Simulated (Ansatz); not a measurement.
A nudged elastic band was laid between two geometries of Cl3FTi + H3P (9 atoms, charge 0, multiplicity 1).

Theory: RKS PBE/def2-SVP (Ansatz 0.2.0).

```json
{
 "movable images": "7",
 "climbing image": "yes",
 "spring": "5.0 eV/Å²",
 "optimiser": "quadratic models (default)",
 "start path": "through a guess of the saddle point",
 "force threshold": "0.5 eV/Å",
 "iteration limit": "60",
 "end points": "relaxed"
}
```

Image 0:

```xyz
9
Properties=species:S:1:pos:R:3
Ti 0.533 -0.068 -0.268
F 0.601 -0.140 1.467
Cl 2.550 0.197 -1.049
Cl -0.721 1.613 -0.864
Cl -0.320 -1.923 -1.035
P -3.395 0.267 1.552
H -3.054 -0.732 0.572
H -3.917 -0.726 2.458
H -2.084 0.201 2.146
```

Image 8:

```xyz
9
Properties=species:S:1:pos:R:3
Ti -0.649 -0.082 -0.103
F -0.161 -0.794 2.057
Cl 1.256 1.018 0.517
Cl -1.261 1.049 -1.855
Cl -0.534 -2.168 -0.736
P -2.669 0.476 1.162
H -3.612 0.194 0.114
H -2.779 -0.809 1.801
H 0.601 -0.197 2.022
```

What changes between the two ends?

Bonds broken: P6–H9. Bonds formed: Ti1–P6, F2–H9. Cl3FTi + H3P becomes Cl3FH3PTi.

Give the energies along the band, and the barrier.

It converged. The highest image is number 4 of 0 to 8, 1.73 eV above the first end and 0.31 eV above the last; the last end lies 1.42 eV above the first. The threshold of 0.5 eV/Å is loose, so the images may lie well off the minimum-energy path. The profile has 2 maxima (images 4, 6) with wells between them (image 5): this band takes more than one step, which may be the mechanism or a detour left from its start path. The order of the point at the top wasn't checked. The orbitals stay closed-shell, which can raise the energy where a bond breaks towards radicals; this wasn't checked here.

| image | path coordinate (Å) | energy (eV) | P6–H9 (Å) | Ti1–P6 (Å) | F2–H9 (Å) |
| --- | --- | --- | --- | --- | --- |
| 0 | 0.00 | 0.00 | 1.44 | 4.34 | 2.79 |
| 1 | 0.95 | 0.05 | 1.44 | 4.12 | 2.34 |
| 2 | 1.90 | 0.43 | 1.44 | 3.55 | 2.00 |
| 3 | 2.84 | 1.34 | 1.51 | 2.91 | 1.60 |
| 4 | 3.79 | 1.73 | 2.09 | 2.63 | 1.01 |
| 5 | 4.71 | 1.61 | 2.17 | 2.56 | 0.98 |
| 6 | 5.63 | 1.67 | 2.63 | 2.51 | 0.94 |
| 7 | 6.53 | 1.59 | 2.98 | 2.47 | 0.94 |
| 8 | 7.43 | 1.42 | 3.45 | 2.45 | 0.97 |

What is the geometry of the highest image?


```xyz
9
Properties=species:S:1:pos:R:3:forces:R:3
Ti -0.409 0.000 -0.172 -0.04 0.07 -0.11
F -0.229 -0.787 1.811 -0.21 0.05 0.24
Cl 1.691 0.596 0.114 -0.06 0.05 0.04
Cl -1.080 1.501 -1.613 -0.02 -0.02 -0.10
Cl -0.554 -1.895 -1.248 -0.01 0.03 0.09
P -2.703 0.498 1.019 0.13 0.08 -0.01
H -2.956 -0.869 0.606 -0.08 0.03 0.02
H -2.431 0.049 2.397 -0.04 -0.02 -0.03
H -1.135 -0.406 2.064 0.32 -0.28 -0.14
```

The band took 13 iterations and roughly 17 core-minutes.

The run took 4.4 min on 4 threads of Arm Neoverse V1, with other jobs on the host, peak memory 0.25 GiB.
